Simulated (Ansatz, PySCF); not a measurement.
Mg(F)(NMe2) (C₂H₆FMgN), SMILES C[N](C)[Mg][F].

Geometry optimised at B3LYP-D3(BJ)/def2-SVP. Other conformers were not sampled.

Vertical ionisation energy (IE) and electron affinity (EA) in eV. Rows of orbital energies are one-electron estimates. Where ΔSCF, EOM or ADC give a negative EA the extra electron is unbound and the value depends on the basis.

| level | IE | EA |
|---|---|---|
| −ε(HOMO), −ε(LUMO), B3LYP/def2-TZVP (PySCF) | 5.53 | 1.63 |
| −ε(HOMO), −ε(LUMO), PBE/def2-TZVP (PySCF) | [?] | [?] |
| ΔSCF, PBE0/def2-SVPD (Ansatz), final states of multiplicity 2 and 2 | 7.73 | -0.01 |
| ΔSCF, PBE/def2-SVPD (Ansatz), final states of multiplicity 2 and 2 | 7.75 | 0.10 |

Question: Fill in the missing entries. (Estimate from the structure and the level; the computed values follow.)

Answer: 
- −ε(HOMO), −ε(LUMO), PBE/def2-TZVP (PySCF), IE: 4.48
- −ε(HOMO), −ε(LUMO), PBE/def2-TZVP (PySCF), EA: 2.06

Question: What vertical singlet–triplet gap does ΔSCF give with PBE0/def2-SVPD (Ansatz, a first-principles code) and with PBE/def2-SVPD (Ansatz)? (Estimate from the structure and the level; the computed values follow.)

Answer: 3.06 and 2.99 eV (triplet above singlet where positive).
